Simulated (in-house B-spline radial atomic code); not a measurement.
A run on Al (an excited or competing configuration) that did not converge. Method: non-relativistic TPSSh, spin-polarised, spherical fractional occupations, exact exchange averaged over the configuration, point nucleus; computed with an all-electron radial atomic-structure program (B-spline basis).

Command:
```bash
python run_scf.py task.json out
```
Settings:
```
Z                13
configuration    [Ne] 3s1 3p1 3d1
hamiltonian      nr
method           tpssh
spin_polarised   True
exact_exchange   averaged over the configuration
```

First and last ten iterations of the last attempt (damped for 15 steps, keeping 80 % of the old Fock matrix, then DIIS):
```
 iter        energy (Eh)    residual
    1        -242.061370    1.81e-02
    2        -242.062701    1.24e-03
    3        -242.062722    9.98e-04
    4        -242.062733    8.04e-04
    5        -242.062739    6.49e-04
    6        -242.062743    5.27e-04
    7        -242.062746    4.37e-04
    8        -242.062748    3.62e-04
    9        -242.062749    2.99e-04
   10        -242.062751    2.48e-04
  111        -242.062757    2.39e-07
  112        -242.062757    2.39e-07
  113        -242.062757    2.39e-07
  114        -242.062757    2.39e-07
  115        -242.062757    2.39e-07
  116        -242.062757    2.39e-07
  117        -242.062757    2.39e-07
  118        -242.062757    2.39e-07
  119        -242.062757    6.81e-07
  120        -242.062757    5.07e-07
 not converged after 120 iterations
```

The smallest residual met was 2.4e-07; the threshold is about 1e-07. Over the last five steps the energy moves by less than 1e-08 hartree, but the orbitals didn't meet the threshold. Run time, properties included: 4 s on 1 thread of Intel(R) Xeon(R) 6975P-C, with other jobs on the host.
